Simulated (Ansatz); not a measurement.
Steps of a relaxation of `O[SiH](O)O[SiH](O)F` with RKS PBE0-D4/def2-TZVP.

```sh
$ ansatz run in.yaml --threads 2 --pin off --events-out ev --progress --plain --max-ram 32768MiB --backend cuda --devices 0, --max-vram 18GiB
```

```yaml
crystal:
  periodic: [false, false, false]
  atoms:
    - {symbol: O, position_ang: [-0.856350, 1.916920, 0.469580]}
    - {symbol: Si, position_ang: [0.197150, 1.307460, -0.601530]}
    - {symbol: O, position_ang: [-0.346370, 1.613460, -2.084470]}
    - {symbol: O, position_ang: [0.368660, -0.302260, -0.358480]}
    - {symbol: Si, position_ang: [-0.101330, -1.523880, 0.565540]}
    - {symbol: O, position_ang: [1.034760, -2.652890, 0.678980]}
    - {symbol: F, position_ang: [-0.353050, -0.885920, 2.030110]}
    - {symbol: H, position_ang: [-0.836880, 1.611080, 1.373200]}
    - {symbol: H, position_ang: [1.540020, 1.840530, -0.540970]}
    - {symbol: H, position_ang: [-1.281630, 1.677690, -2.262360]}
    - {symbol: H, position_ang: [-1.327160, -2.149940, 0.146510]}
    - {symbol: H, position_ang: [1.962180, -2.452240, 0.583880]}
basis:
  gaussian: {orbitals: def2-TZVP}
hamiltonian: {xc: pbe0, dispersion: d4}
relax: {f_tol: 0.005, max_steps: 150}
```

Positions (Å) and forces (eV/Å) along the path, 10 of 14 steps:

```xyz
12
step=1 energy=-26738.4796 eV
O    -0.856    1.917    0.470   -0.210    0.264    0.006
Si    0.197    1.307   -0.602    0.041   -0.413   -0.023
O    -0.346    1.613   -2.084   -0.029    0.165   -0.438
O     0.369   -0.302   -0.358    0.005    0.112   -0.261
Si   -0.101   -1.524    0.566    0.245    0.442    0.978
O     1.035   -2.653    0.679    0.079   -0.466   -0.051
F    -0.353   -0.886    2.030   -0.058   -0.159   -0.398
H    -0.837    1.611    1.373    0.017   -0.114    0.241
H     1.540    1.841   -0.541    0.427    0.312    0.100
H    -1.282    1.678   -2.262   -0.166   -0.013    0.020
H    -1.327   -2.150    0.147   -0.495   -0.235   -0.173
H     1.962   -2.452    0.584    0.144    0.105   -0.001
12
step=2 energy=-26738.5115 eV
O    -0.843    1.916    0.473   -0.148    0.155    0.106
Si    0.203    1.307   -0.612    0.121   -0.219    0.012
O    -0.359    1.621   -2.092   -0.018    0.108   -0.272
O     0.372   -0.305   -0.366    0.029    0.090   -0.181
Si   -0.099   -1.526    0.569   -0.026    0.226    0.606
O     1.037   -2.661    0.688    0.083   -0.280   -0.049
F    -0.375   -0.886    2.023   -0.007   -0.112   -0.292
H    -0.819    1.600    1.377    0.018   -0.053    0.038
H     1.553    1.871   -0.543    0.107    0.103    0.028
H    -1.300    1.679   -2.257   -0.048   -0.026    0.059
H    -1.338   -2.161    0.136   -0.140   -0.072   -0.065
H     1.967   -2.456    0.605    0.028    0.080    0.010
12
step=3 energy=-26738.5231 eV
O    -0.827    1.915    0.480   -0.034    0.046    0.035
Si    0.211    1.306   -0.623    0.001   -0.033    0.057
O    -0.372    1.633   -2.100    0.033    0.041   -0.073
O     0.374   -0.308   -0.376    0.028    0.006   -0.052
Si   -0.099   -1.526    0.573   -0.069    0.040    0.123
O     1.039   -2.668    0.698    0.021   -0.069   -0.036
F    -0.399   -0.884    2.010    0.014   -0.017   -0.073
H    -0.799    1.581    1.380    0.015   -0.024   -0.043
H     1.561    1.893   -0.554   -0.028   -0.023   -0.020
H    -1.318    1.679   -2.244    0.007   -0.031    0.066
H    -1.340   -2.169    0.122    0.040    0.010    0.001
H     1.969   -2.451    0.633   -0.030    0.054    0.014
12
step=4 energy=-26738.5254 eV
O    -0.818    1.914    0.485    0.002    0.021    0.005
Si    0.215    1.305   -0.625   -0.021    0.013    0.048
O    -0.375    1.639   -2.099    0.029    0.027   -0.037
O     0.374   -0.310   -0.382    0.014   -0.026   -0.012
Si   -0.102   -1.525    0.572   -0.027   -0.012   -0.036
O     1.038   -2.665    0.700    0.005   -0.030   -0.022
F    -0.409   -0.879    2.002   -0.001    0.024    0.027
H    -0.792    1.566    1.379    0.009   -0.018   -0.033
H     1.565    1.890   -0.563   -0.032   -0.027   -0.014
H    -1.324    1.676   -2.231    0.006   -0.025    0.048
H    -1.339   -2.172    0.114    0.042    0.015    0.012
H     1.967   -2.437    0.648   -0.027    0.039    0.014
12
step=6 energy=-26738.5292 eV
O    -0.781    1.909    0.506    0.037   -0.028    0.015
Si    0.224    1.302   -0.633   -0.014    0.038    0.002
O    -0.391    1.663   -2.092   -0.024   -0.007    0.027
O     0.371   -0.317   -0.409   -0.023   -0.025    0.011
Si   -0.113   -1.523    0.554    0.018   -0.023   -0.070
O     1.038   -2.651    0.709    0.025    0.032    0.001
F    -0.444   -0.855    1.970   -0.002    0.022    0.043
H    -0.762    1.507    1.378   -0.011    0.012   -0.028
H     1.581    1.871   -0.595   -0.011   -0.006   -0.002
H    -1.346    1.663   -2.186    0.028   -0.001   -0.009
H    -1.335   -2.187    0.087    0.013    0.003    0.002
H     1.959   -2.382    0.711   -0.035   -0.018    0.009
12
step=7 energy=-26738.5300 eV
O    -0.761    1.908    0.518    0.015   -0.020    0.032
Si    0.226    1.303   -0.636    0.004    0.007   -0.008
O    -0.401    1.675   -2.087   -0.022   -0.010    0.021
O     0.366   -0.319   -0.422   -0.018    0.012   -0.010
Si   -0.116   -1.522    0.544    0.015   -0.006    0.013
O     1.038   -2.644    0.716    0.033    0.032    0.000
F    -0.456   -0.845    1.957    0.000   -0.011   -0.018
H    -0.752    1.482    1.379   -0.010    0.016   -0.025
H     1.586    1.863   -0.611    0.004    0.002   -0.002
H    -1.356    1.665   -2.174    0.017    0.004   -0.016
H    -1.330   -2.196    0.073   -0.007   -0.002    0.005
H     1.956   -2.369    0.745   -0.032   -0.024    0.007
12
step=11 energy=-26738.5312 eV
O    -0.709    1.920    0.543   -0.001    0.002   -0.008
Si    0.226    1.301   -0.645   -0.005    0.002    0.003
O    -0.422    1.702   -2.078    0.007    0.003   -0.008
O     0.325   -0.327   -0.451   -0.010   -0.003    0.005
Si   -0.124   -1.532    0.527    0.006    0.002   -0.012
O     1.055   -2.622    0.727   -0.008   -0.013    0.002
F    -0.494   -0.846    1.928   -0.001    0.004    0.007
H    -0.730    1.455    1.382   -0.002   -0.002    0.009
H     1.600    1.827   -0.650    0.000   -0.004   -0.003
H    -1.376    1.704   -2.163    0.001   -0.002    0.008
H    -1.313   -2.249    0.055    0.002    0.003   -0.002
H     1.963   -2.333    0.825    0.010    0.008    0.000
12
step=12 energy=-26738.5312 eV
O    -0.707    1.923    0.543    0.001    0.007   -0.016
Si    0.225    1.300   -0.645    0.004   -0.003    0.004
O    -0.420    1.706   -2.078    0.000    0.005   -0.010
O     0.315   -0.329   -0.453   -0.006   -0.003    0.002
Si   -0.125   -1.535    0.528    0.005    0.004   -0.012
O     1.059   -2.619    0.727   -0.018   -0.015    0.002
F    -0.497   -0.848    1.928   -0.001    0.002    0.007
H    -0.731    1.458    1.382    0.000   -0.007    0.012
H     1.602    1.817   -0.652   -0.001    0.002    0.003
H    -1.375    1.713   -2.163   -0.001   -0.002    0.006
H    -1.311   -2.258    0.056    0.001   -0.001    0.002
H     1.965   -2.326    0.826    0.016    0.011    0.000
12
step=13 energy=-26738.5313 eV
O    -0.706    1.924    0.542   -0.001    0.006   -0.007
Si    0.224    1.298   -0.646    0.004   -0.002    0.004
O    -0.417    1.708   -2.079   -0.004    0.002   -0.006
O     0.307   -0.331   -0.455   -0.001   -0.002   -0.002
Si   -0.127   -1.537    0.528    0.001    0.003   -0.003
O     1.062   -2.617    0.728   -0.011   -0.006    0.000
F    -0.498   -0.850    1.929    0.001    0.000    0.002
H    -0.733    1.460    1.382    0.001   -0.005    0.005
H     1.603    1.810   -0.650    0.000    0.001    0.002
H    -1.372    1.719   -2.163    0.003   -0.001    0.003
H    -1.311   -2.264    0.060    0.001   -0.002    0.001
H     1.968   -2.319    0.823    0.008    0.007    0.000
12
step=14 energy=-26738.5313 eV
O    -0.707    1.924    0.541   -0.001    0.004    0.000
Si    0.224    1.296   -0.646    0.000   -0.001    0.001
O    -0.414    1.711   -2.080    0.002   -0.001    0.003
O     0.299   -0.333   -0.457   -0.001   -0.003   -0.004
Si   -0.128   -1.539    0.529    0.002    0.000    0.005
O     1.064   -2.614    0.728    0.003    0.001    0.000
F    -0.497   -0.850    1.930   -0.001   -0.001   -0.003
H    -0.735    1.460    1.380    0.002   -0.002    0.000
H     1.605    1.802   -0.646   -0.001    0.002    0.000
H    -1.369    1.724   -2.163   -0.001    0.000   -0.002
H    -1.311   -2.271    0.066   -0.001    0.002    0.001
H     1.969   -2.312    0.817   -0.002   -0.001    0.000
```

It took 30 s on 2 threads of an AMD EPYC 7R13 on a shared host and a share of an NVIDIA H100 80 GB, with 0.88 GiB of host memory at the peak.
